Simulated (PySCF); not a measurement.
This PySCF input asks for the NMR shieldings of `C(C)(=S)C1=C[SiH2]CC=CC1`, C$_{8}$H$_{12}$SSi; the geometry comes from GFN2-xTB.

```python
import basis_set_exchange as bse
import numpy as np
from pyscf import gto, dft
from pyscf.prop import nmr

atoms = """
C     3.280685   -0.269999    0.064952
C     2.151202    0.554081   -0.465231
S     2.485068    2.013880   -1.133189
C     0.786752    0.066702   -0.349801
C     0.458658   -0.886499    0.542729
Si   -1.266068   -1.529052    0.938866
C    -2.623511   -0.402265    0.210294
C    -2.232447    1.037434    0.291229
C    -1.190095    1.547347   -0.348283
C    -0.270560    0.724710   -1.204204
H     4.228647    0.147796   -0.265310
H     3.201025   -1.301825   -0.275132
H     3.272643   -0.269308    1.155687
H     1.246006   -1.297342    1.161197
H    -1.379271   -1.567152    2.402999
H    -1.399143   -2.882730    0.380853
H    -3.568675   -0.564418    0.726180
H    -2.783190   -0.677026   -0.835269
H    -2.841354    1.674517    0.917706
H    -0.940340    2.593404   -0.248179
H     0.208439    1.361465   -1.948276
H    -0.834882   -0.054335   -1.720668
"""
names = dict.fromkeys(["C", "S", "Si", "H"], "pcSseg-1")
basis = {el: gto.basis.parse(bse.get_basis(n, elements=[el], fmt="nwchem")) for el, n in names.items()}
mol = gto.M(atom=atoms, basis=basis, charge=0, verbose=0)
mf = dft.RKS(mol, xc="PBE0")
mf.grids.level = 2
mf.grids.alignment = dft.numint.BLKSIZE   # the property module wants whole blocks of grid points
mf.conv_tol = 1e-9
mf.kernel()

calc = nmr.RKS(mf)   # GIAO
C = mf.mo_coeff
Co = C[:, mf.mo_occ > 0]
resp = mf.gen_response(singlet=True, hermi=2)
def vind(x):   # induced exchange potential for any number of trial vectors
    d = np.einsum("pi,xij,qj->xpq", C, 2 * x.reshape(-1, C.shape[1], Co.shape[1]), Co, optimize=True)
    return np.einsum("xpq,pi,qj->xij", resp(d - d.transpose(0, 2, 1)), C, Co, optimize=True).ravel()
mo1, _ = nmr.rhf.solve_mo1(calc, with_cphf=vind)
sigma = calc.kernel(mo1)
for i, s in enumerate(sigma):   # ppm
    w = np.linalg.eigvalsh((s + s.T) / 2)
    print("%2d %-2s iso %8.1f  s11 %8.1f  s22 %8.1f  s33 %8.1f" % (i, mol.atom_pure_symbol(i), w.mean(), *w))
```

**Question.** Give the expected output.

**Answer.** 
```
 0 C  iso    147.8  s11    129.8  s22    131.7  s33    181.9
 1 C  iso    -70.7  s11   -234.5  s22   -113.7  s33    136.0
 2 S  iso   -546.7  s11  -1962.6  s22   -318.2  s33    640.6
 3 C  iso     17.0  s11    -98.3  s22      4.5  s33    144.8
 4 C  iso     54.8  s11    -40.2  s22     37.4  s33    167.2
 5 Si iso    416.6  s11    398.0  s22    408.9  s33    442.9
 6 C  iso    175.3  s11    161.7  s22    176.6  s33    187.6
 7 C  iso     56.2  s11    -51.9  s22     65.2  s33    155.4
 8 C  iso     42.0  s11    -77.7  s22     51.0  s33    152.5
 9 C  iso    150.5  s11    136.3  s22    144.1  s33    171.0
10 H  iso     28.3  s11     23.9  s22     29.1  s33     32.1
11 H  iso     28.7  s11     24.6  s22     29.2  s33     32.4
12 H  iso     28.4  s11     24.5  s22     28.6  s33     32.1
13 H  iso     25.1  s11     22.7  s22     23.9  s33     28.6
14 H  iso     27.3  s11     23.4  s22     25.8  s33     32.8
15 H  iso     27.0  s11     23.9  s22     25.0  s33     32.1
16 H  iso     30.1  s11     25.7  s22     27.7  s33     36.8
17 H  iso     29.4  s11     25.4  s22     27.9  s33     34.8
18 H  iso     25.7  s11     22.9  s22     26.7  s33     27.6
19 H  iso     25.3  s11     21.9  s22     25.4  s33     28.5
20 H  iso     27.4  s11     22.8  s22     26.4  s33     33.1
21 H  iso     28.7  s11     25.6  s22     29.0  s33     31.5
```

These numbers come from an equivalent density-fitted implementation of the same equations, which agrees with the script to about 0.01 ppm for H and up to a few tenths of a ppm for heavy atoms, so last digits may differ.

**Question.** Turn these shieldings into chemical shifts. Chemical shifts δ = σref − σ; ¹³C (186.93 ppm), ²⁹Si (349.16 ppm), ¹H (31.72 ppm) against TMS; ³³S (503.73 ppm) vs CS2, all at this level.

**Answer.** Averaging equivalent atoms: C 1: 257.7; C 3: 169.9; C 8: 145.0; C 4: 132.1; C 7: 130.7; C 0: 39.1; C 9: 36.5; C 6: 11.6; S 2: 1050; Si 5: -67.4; H 13: 6.66; H 19: 6.46; H 18: 6.01; H 14/15: 4.56; H 20/21: 3.65; H 10/11/12: 3.23; H 16/17: 1.99 ppm. 

Size and cost of the density-fitted run: 244 basis functions, 74 s wall time on 1 thread of an Arm Neoverse V2, shared host; peak memory 1.2 GiB.
